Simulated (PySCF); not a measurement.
Planning a spin–spin coupling job on `O=CO[C@@H]1CC[AsH]C1`.

Method: B3LYP/pcJ-1 As:pcSseg-1 indirect spin-spin coupling, non-relativistic, gas phase (PySCF 2.14.0, density-fitted response routines). Geometry: PBE0-D3(BJ)/def2-SVP. Work: spin–spin couplings from 14 perturbed nuclei, spin–dipole term left out, density fitting. The command runs a driver script over a list of jobs; the input below is this job's line of settings and its coordinates in Å.

Command:
```bash
OMP_NUM_THREADS=1 python probes_run.py task.json out
```

Input:
```
{"job": {"kind": "j", "xc": "B3LYP", "basis": "pcJ-1"}, "charge": 0, "multiplicity": 1}
O      2.681488    -1.001098     0.798094
C      2.654045    -0.525665    -0.301024
O      1.623486     0.105361    -0.855507
C      0.437475     0.247904    -0.060666
C     -0.453523    -0.983861    -0.175040
C     -1.781432    -0.684309     0.511751
As    -2.151994     1.270007     0.243113
C     -0.342937     1.451474    -0.546400
H      3.499924    -0.542148    -1.020247
H      0.743573     0.381199     0.990035
H     -0.608121    -1.184205    -1.249145
H      0.046023    -1.865317     0.255518
H     -2.607554    -1.277573     0.096564
H     -1.738335    -0.884005     1.591512
H     -1.701433     1.676887     1.645892
H      0.122446     2.407942    -0.270883
H     -0.438662     1.419532    -1.642965
```

Hardware: one thread, Arm Neoverse N1 (aarch64), no GPU, on a shared host. PySCF's memory limit was set to 2000 MB.

Q: How large is the basis?

A: 320 functions for 88 electrons, with 1286 fitting functions; the fitted three-index integrals, 1286 × 320 × 321/2 numbers of 8 bytes, come to 500 MiB.

Q: How long does the run take?

A: About 3.7 min. The SCF took 13 cycles.

Q: Estimate the peak memory.

A: About 1.6 GiB. Peak memory is the resident size of the whole Python process, interpreter and libraries included.

Q: At this speed, how long would 100 such jobs take on 8 cores, one job a core?

A: 100/8 gives 13 rounds of 3.7 min, about 48 min of wall time and 6.2 core-hours, if the jobs don't slow each other.

The SCF part of the output:
```
coarse grid: 65840 points
cycle   1  E = -2581.9099757796  dE =  2.712e-01  |g| = 1.211e+00  |ddm| = 3.544e+00
cycle   2  E = -2581.4518614905  dE =  4.581e-01  |g| = 1.917e+00  |ddm| = 1.783e+00
cycle   3  E = -2582.0659416667  dE = -6.141e-01  |g| = 4.611e-01  |ddm| = 1.419e+00
cycle   4  E = -2582.0974791430  dE = -3.154e-02  |g| = 1.839e-01  |ddm| = 3.506e-01
cycle   5  E = -2582.1029854149  dE = -5.506e-03  |g| = 4.253e-02  |ddm| = 1.315e-01
cycle   6  E = -2582.1032619406  dE = -2.765e-04  |g| = 9.597e-03  |ddm| = 2.859e-02
cycle   7  E = -2582.1032776468  dE = -1.571e-05  |g| = 2.705e-03  |ddm| = 9.858e-03
cycle   8  E = -2582.1032793861  dE = -1.739e-06  |g| = 8.242e-04  |ddm| = 3.011e-03
final grid: 139880 points
cycle   9  E = -2582.1032022271  dE =  1.031e-07  |g| = 1.325e-03  |ddm| = 3.661e-03
cycle  10  E = -2582.1032014198  dE =  8.074e-07  |g| = 2.337e-03  |ddm| = 2.760e-03
cycle  11  E = -2582.1032026156  dE = -1.196e-06  |g| = 3.303e-04  |ddm| = 1.766e-03
cycle  12  E = -2582.1032026357  dE = -2.011e-08  |g| = 3.603e-05  |ddm| = 2.208e-04
cycle  13  E = -2582.1032026359  dE = -2.510e-10  |g| = 8.731e-06  |ddm| = 3.678e-05
converged SCF energy = -2582.1032026359
```

On the final grid dE counts from the start density on that grid.

The host was shared with other jobs, so the times are rough.
